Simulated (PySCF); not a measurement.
C3H6FNSi, SMILES N[C@H]([SiH2]F)C#C.

The structure is a stationary point at PBE-D3(BJ)/def2-SVP. The structure was generated by enumeration; whether it is a known compound was not checked. Other conformers were not sampled.

All values below come from PBE-D3(BJ)/def2-SVP (PySCF).

Frequencies are harmonic and unscaled.

Computed vibrational spectrum:
| mode | ν (cm⁻¹) | IR (km/mol) | moving atoms (share of kinetic energy) |
|---|---|---|---|
| 1 | 78 | 1.6 | F 39 %, C 19 %, H 17 %, Si 15 %, N 10 % |
| 2 | 87 | 0.6 | C 38 %, F 23 %, Si 16 %, H 15 % |
| 3 | 173 | 4.4 | N 34 %, F 25 %, C 18 %, H 14 %, Si 9 % |
| 4 | 212 | 4.4 | C 46 %, H 33 %, N 14 % |
| 5 | 255 | 35.8 | H 69 %, C 9 % |
| 6 | 302 | 18.1 | H 41 %, C 22 %, Si 16 %, F 12 %, N 9 % |
| 7 | 416 | 8.1 | C 78 %, H 10 %, Si 8 % |
| 8 | 480 | 16.6 | C 44 %, H 36 %, Si 13 % |
| 9 | 584 | 8.0 | C 34 %, H 32 %, N 21 %, Si 11 % |
| 10 | 603 | 40.7 | H 79 %, C 19 % |
| 11 | 677 | 29.0 | H 78 %, C 21 % |
| 12 | 700 | 29.4 | H 79 %, Si 9 % |
| 13 | 728 | 38.2 | H 49 %, C 37 %, Si 11 % |
| 14 | 817 | 25.9 | F 47 %, H 36 %, Si 16 % |
| 15 | 857 | 315.9 | H 59 %, N 20 %, C 13 % |
| 16 | 877 | 99.8 | H 62 %, Si 14 %, C 13 % |
| 17 | 908 | 48.8 | H 66 %, C 25 % |
| 18 | 926 | 81.8 | H 58 %, C 23 %, Si 13 % |
| 19 | 1068 | 16.4 | H 44 %, C 41 %, N 14 % |
| 20 | 1130 | 13.3 | H 56 %, C 36 % |
| 21 | 1143 | 2.6 | H 78 %, C 18 % |
| 22 | 1326 | 1.9 | H 71 %, C 22 % |
| 23 | 1573 | 26.4 | H 92 % |
| 24 | 2148 | 10.9 | C 88 %, H 12 % |
| 25 | 2173 | 85.8 | H 95 % |
| 26 | 2194 | 126.3 | H 95 % |
| 27 | 2951 | 5.2 | H 92 % |
| 28 | 3390 | 1.2 | H 96 % |
| 29 | 3407 | 78.9 | H 86 %, C 14 % |
| 30 | 3480 | 3.5 | H 92 %, N 8 % |
